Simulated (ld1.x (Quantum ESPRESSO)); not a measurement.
silver, ultrasoft: configuration errors across variants

ld1.x (Quantum ESPRESSO) 7.5 input, shortened:

```
&input
   title='Ag', zed=47., rel=1, dft='PZ', iswitch=3,
   config='[Kr] 4d10 5s1 5p0'
 /
 &inputp
   pseudotype=3, tm=.true., lloc=-1, rcloc=1.70,
   nlcc=.false.
 /
6
5S  1  0   1.00   0.00  2.10  2.80  0.0
5S  1  0   0.00   3.30  2.10  2.80  0.0
5P  2  1   0.00   0.00  2.70  3.35  0.0
5P  2  1   0.00   3.70  2.70  3.35  0.0
4D  3  2  10.00   0.00  1.15  1.35  0.0
4D  3  2   0.00   2.90  1.15  1.35  0.0
 &test
   configts(1)='4d10 5s1 5p0'
 /
```

All-electron excitation energies from the reference (eV): (1) 4d10 5s0 5p0 8.102; (2) 4d9 5s0 5p0 30.485; (3) 4d8 5s0 5p0 66.919; (4) 4d7 5s0 5p0 118.846; (5) 4d9 5s2 5p0 3.961; (6) 4d10 5s0 5p1 4.021; (7) 4d10 5s1 5p0 spin -0.149; (8) 4d9 5s0 5p0 spin 30.325.

Spin tests fill each open shell by Hund’s rule, majority spin first.

The overlap operator is not positive definite (basis up to 400 Ry) in “waves 5p (bound): rcut 2.70, rcutus 5.04 bohr; 5p channel at 3.7 Ry: rcut 2.70, rcutus 5.04 bohr”. Such files are unfit for use, however small their errors in these radial tests.

Tests that are not counted but printed errors over 1 eV. “base”: 4d9 5s1 5p1 (solver errors, printed error -2.6 eV). “waves 5p (bound): rcut 1.96, rcutus 2.08 bohr; 5p channel at 3.7 Ry: rcut 1.96, rcutus 2.08 bohr”: 4d10 5s0 5p1 (solver errors, printed error -2.2 eV). “waves 5p (bound): rcut 2.70, rcutus 3.30 bohr; 5p channel at 3.7 Ry: rcut 2.70, rcutus 3.30 bohr”: 4d9 5s1 5p1 (solver errors, printed error -2.6 eV). “waves 5p (bound): rcut 2.70, rcutus 3.86 bohr; 5p channel at 3.7 Ry: rcut 2.70, rcutus 3.86 bohr”: 4d9 5s1 5p1 (solver errors, printed error -2.6 eV). “waves 5p (bound): rcut 2.70, rcutus 4.30 bohr; 5p channel at 3.7 Ry: rcut 2.70, rcutus 4.30 bohr”: 4d9 5s1 5p1 (solver errors, printed error -2.6 eV).

Errors AE − PS in meV (a dash: test not solved or not reliable):

```tsv
change	(1)	(2)	(3)	(4)	(5)	(6)	(7)	(8)	bound ghosts
base	-5.1	+12	-65	-334	-76	+0.5	+3.6	+123	not determined
waves 5p (bound): rcut 1.96, rcutus 2.08 bohr; 5p channel at 3.7 Ry: rcut 1.96, rcutus 2.08 bohr	-5.1	+12	-66	-335	-76	–	+3.6	+123	not determined
waves 5p (bound): rcut 2.30, rcutus 2.44 bohr; 5p channel at 3.7 Ry: rcut 2.30, rcutus 2.44 bohr	-5.1	+12	-66	-335	-76	+1.9	+3.6	+123	not determined
waves 5p (bound): rcut 2.70, rcutus 2.96 bohr; 5p channel at 3.7 Ry: rcut 2.70, rcutus 2.96 bohr	-5.1	+12	-65	-334	-76	+0.3	+3.6	+123	not determined
waves 5p (bound): rcut 2.70, rcutus 3.30 bohr; 5p channel at 3.7 Ry: rcut 2.70, rcutus 3.30 bohr	-5.1	+12	-65	-334	-76	+0.5	+3.6	+123	not determined
waves 5p (bound): rcut 2.70, rcutus 3.86 bohr; 5p channel at 3.7 Ry: rcut 2.70, rcutus 3.86 bohr	-5.1	+12	-65	-334	-76	+0.3	+3.6	+123	not determined
waves 5p (bound): rcut 2.70, rcutus 4.30 bohr; 5p channel at 3.7 Ry: rcut 2.70, rcutus 4.30 bohr	-5.1	+12	-65	-334	-76	+0.3	+3.6	+123	not determined
waves 5p (bound): rcut 2.70, rcutus 4.64 bohr; 5p channel at 3.7 Ry: rcut 2.70, rcutus 4.64 bohr	-5.1	+12	-65	-334	-76	-0.5	+3.6	+123	not determined
waves 5p (bound): rcut 2.70, rcutus 5.04 bohr; 5p channel at 3.7 Ry: rcut 2.70, rcutus 5.04 bohr	-5.1	+12	-65	-334	-76	-11	+3.6	+123	not determined (overlap not positive)
```

Q: Give the same row for: waves 5p (bound): rcut 2.70, rcutus 3.68 bohr; 5p channel at 3.7 Ry: rcut 2.70, rcutus 3.68 bohr.

A: -5.1, +12, -65, -334, -76, +0.1, +3.6, +123; bound ghosts: not determined. Not counted: 4d9 5s1 5p1 (solver errors, printed error -2.6 eV).
